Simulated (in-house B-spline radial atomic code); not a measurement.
Results of a calculation; reference values are marked as such.
# C6 from the polarisability at imaginary frequency: the lithium ion Li⁺

HSE06 linear response of the closed shell 1s2, from an all-electron radial atomic-structure program (B-spline basis); non-relativistic, point nucleus, no spin-orbit coupling.

The dispersion coefficient of two like species is C6 = (3/π) ∫ α(iu)² du from 0 to ∞.

```json
{"u (hartree)": "0", "α(iu) (bohr³)": "0.2024"}
{"u (hartree)": "0.0849", "α(iu) (bohr³)": "0.2021"}
{"u (hartree)": "0.198", "α(iu) (bohr³)": "0.2011"}
{"u (hartree)": "0.339", "α(iu) (bohr³)": "0.1989"}
{"u (hartree)": "0.566", "α(iu) (bohr³)": "0.1929"}
{"u (hartree)": "0.849", "α(iu) (bohr³)": "0.1825"}
{"u (hartree)": "1.27", "α(iu) (bohr³)": "0.1633"}
{"u (hartree)": "1.98", "α(iu) (bohr³)": "0.1297"}
{"u (hartree)": "2.83", "α(iu) (bohr³)": "0.09665"}
{"u (hartree)": "4.24", "α(iu) (bohr³)": "0.06117"}
{"u (hartree)": "7.07", "α(iu) (bohr³)": "0.02922"}
{"u (hartree)": "14.1", "α(iu) (bohr³)": "0.008918"}
```

(1) Fit one oscillator, α(iu) = α(0)/(1 + u²/ω²), through u = 2.83 and estimate C6.

(2) How does that compare with the full integral?

Answers

(1) From α(0)/α(iu) − 1 = 0.2024/0.09665 − 1 = 1.0942, ω = u/√1.0942 = 2.7055 hartree (73.6 eV). London's formula gives C6 = (3/4) α(0)² ω = 0.75 × 0.2024² × 2.7055 = 0.08312 hartree·bohr⁶, and the oscillator holds f = α(0) ω² = 1.48 electrons, of a sum of oscillator strengths of 2.0.

(2) The program's quadrature over all excitations gives C6 = 0.08358, so the single oscillator is off by -0.5 %. At the last point the fit gives α = 0.00719 against 0.00892: higher excitations, and deeper shells where there are any, keep the true curve higher at large u.
